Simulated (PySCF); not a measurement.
A calculated (r2SCAN, PySCF 2.14, dyall-av2z, no relativity, point nucleus) atom or ion has these occupied shells.

| shell | electrons | orbital energy (eV) | rms radius, mean of both spins (bohr) |
| --- | --- | --- | --- |
| 1s | 2 | -10853.4 | 0.0554 |
| 2s | 2 | -1368.9 | 0.232 |
| 2p | 6 | -1218.9 | 0.205 |
| 3s | 2 | -187.88 | 0.680 |
| 3p | 6 | -137.56 | 0.706 |
| 3d | 10 | -50.736 | 0.820 |
| 4s | 2 | -29.053 | 2.10 |

(1) Name the element and its charge.

Answers

(1) Ge(2+) (germanium, charge +2), in [Ar] 3d10 4s2, closed-shell 1S.
